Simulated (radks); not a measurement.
Task: Species: Ho2+. Configuration: [Xe] 4f9 6s2 (not the ground configuration). Calculated with a radial shooting solver on a logarithmic mesh with Libxc functionals: scalar-relativistic Kohn-Sham, PBEsol, spin-polarised, spherical densities, point nucleus; open shells are filled with parallel spins first (spin-orbit coupling, left out, can overturn this in heavy ions). Some entries of the table are withheld. Estimate them.

orbital,occ.,eigenvalue (hartree),<r^2> (bohr^2)
1s up,1,-2040.052,0.0005883
1s down,1,-2040.052,0.0005883
2s up,1,-342.3266,0.009174
2s down,1,-342.3239,0.009173
2p up,3,-303.4315,0.007444
2p down,3,-303.4296,0.007444
3s up,1,-77.55123,0.06047
3s down,1,-77.46649,0.06039
3p up,3,-65.66863,0.06081
3p down,3,-65.58419,0.06071
3d up,5,-50.57837,0.05082
3d down,5,-50.51346,0.05070
4s up,1,-16.43836,0.3025
4s down,1,-16.26193,0.3027
4p up,3,-12.51546,0.3419
4p down,3,-12.34194,0.3423
4d up,5,-7.21683,0.4058
4d down,5,-7.04688,0.4075
5s up,1,-2.91603,(1)
5s down,1,-2.83716,(2)
5p up,3,-1.93007,2.251
5p down,3,-1.87272,2.314
4f up,7,-1.40919,0.6961
4f down,2,-1.25427,0.7402
6s up,1,-0.69620,10.12
6s down,1,-0.68720,10.33

Result: 
(1) 5s up <r^2> (bohr^2): 1.680
(2) 5s down <r^2> (bohr^2): 1.716
